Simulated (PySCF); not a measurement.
Precursor series Hf Cl-NH2. Isolated molecules, 0 K electronic values unless said otherwise. One relaxed conformer stands for each flexible species; it need not be the lowest.

Computed with PySCF with PBE-D3(BJ)/def2-TZVP // PBE-D3(BJ)/def2-SVP. 

| species | LUMO (eV) | mean distance from the central atom to its bonded neighbours (Å) | charge on the central atom (Mulliken) (e) |
|---|---|---|---|
| 0 of 4 Cl replaced by NH2 ([Hf(Cl)4]) | -3.05 | ? | 1.09 |
| 1 of 4 Cl replaced by NH2 ([Hf(Cl)3(NH2)]) | -2.60 | 2.270 | 1.12 |
| 2 of 4 Cl replaced by NH2 | ? | 2.200 | 1.13 |
| 3 of 4 Cl replaced by NH2 | -0.91 | 2.130 | 1.16 |
| 4 of 4 Cl replaced by NH2 | -0.57 | 2.059 | ? |

Problem. What belongs in the gaps?

Solution. 
- 0 of 4 Cl replaced by NH2 ([Hf(Cl)4]), mean distance from the central atom to its bonded neighbours (Å): 2.337
- 2 of 4 Cl replaced by NH2, LUMO (eV): -1.82
- 4 of 4 Cl replaced by NH2, charge on the central atom (Mulliken) (e): 1.21
